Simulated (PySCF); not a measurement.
## Arsenic: a sound run and one with changed settings

Sound run: As⁺ [Ar] 3d10 4s2 4p2, As²⁺ [Ar] 3d10 4s2 4p1. All numbers are calculated (PySCF 2.14, a scalar-relativistic core potential, in cc-pVDZ-PP with ECP10MDF (4s3p2d, 23 functions)). The sound run starts from symmetry-adapted Hartree-Fock orbitals and uses a fine grid where one is needed.

Changed run: 26 angular points. This setting is unsound on purpose.

```
species  method  sound run (hartree)  changed run (hartree)  converged
    As⁺     UHF           -330.85076             -330.85076        yes
    As⁺    TPSS           -331.96286             -331.96295        yes
    As⁺   B3LYP           -332.09599             -332.09603        yes
   As²⁺     UHF           -330.19018             -330.19018        yes
   As²⁺    TPSS           -331.28401             -331.28416        yes
   As²⁺   B3LYP           -331.41705             -331.41710        yes
```

Ionisation energy of As⁺:

```
method  sound run (eV)  changed run (eV)
   UHF          17.975            17.975
  TPSS          18.472            18.471
 B3LYP          18.475            18.474
```

A coarse angular grid integrates products of high-l functions wrongly, so density functionals can shift, and the SCF can exploit the error; Hartree-Fock and MP2 need no grid.

For comparison, NIST gives 18.589 eV between the lowest levels.
